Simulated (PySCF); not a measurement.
**Ionisation energy of Au²⁺ by level of theory**

Au²⁺ [Xe] 4f14 5d9 (2D) → Au³⁺ [Xe] 4f14 5d8 (3F), as a difference of total energies. All numbers are calculated (PySCF 2.14, scalar relativity by spin-free X2C-1e, in x2c-TZVPPall (11s7p7d3f1g, 97 functions)). Correlated levels: valence: [Xe] 4f14 frozen; valence and next inner shell: [Kr] 4d10 4f14 frozen. The calculations carry no spin-orbit coupling.

```csv
method,ionisation energy (eV)
UHF,30.882
LDA,33.423
PBE,32.899
PBE0,32.713
r2SCAN,32.534
PBEsol,32.970
r2SCAN0,32.481
BLYP,32.840
MP2 (valence),32.553
SCS-MP2 (valence),32.450
MP2 (valence and next inner shell),32.635
SCS-MP2 (valence and next inner shell),32.440
```

Question: How much does correlation contribute at MP2 (valence and next inner shell)?

Answer: 32.635 − (30.882) = 1.753 eV, measured against UHF.

A first-order spin-orbit estimate (lowest level to lowest level, LS coupling) adds -0.420 eV.

Errors of the correlated levels include the incompleteness of this basis and the frozen core.

For comparison: 30 ± 1.6 eV (theoretical estimate listed by NIST; NIST Atomic Spectra Database, ionization energies).
